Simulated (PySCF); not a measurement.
## Hf: electron affinity

Hf⁻ [Xe] 4f14 5d3 6s2 (4F) → Hf [Xe] 4f14 5d2 6s2 (3F), as a difference of total energies. Computed with PySCF 2.14 in def2-TZVPPD with the def2 core potential (60 electrons), with a scalar-relativistic core potential. Correlated levels: valence and next inner shell: nothing frozen outside the core potential. The calculations carry no spin-orbit coupling.

| method | electron affinity (eV) |
| --- | --- |
| UHF | -1.441 |
| MP2 (valence and next inner shell) | -0.710 |
| SCS-MP2 (valence and next inner shell) | -0.976 |
| CCSD (valence and next inner shell) | -0.686 |
| CCSD(T) (valence and next inner shell) | -0.556 |

The configuration of this anion was assumed by filling the next shell in order. It is not the known or likely ground configuration (Ca⁻, Sr⁻ and Ba⁻, for instance, bind a p electron), so these values are not the electron affinity of the element.

A negative affinity means that the anion lies above the atom at that level of theory.
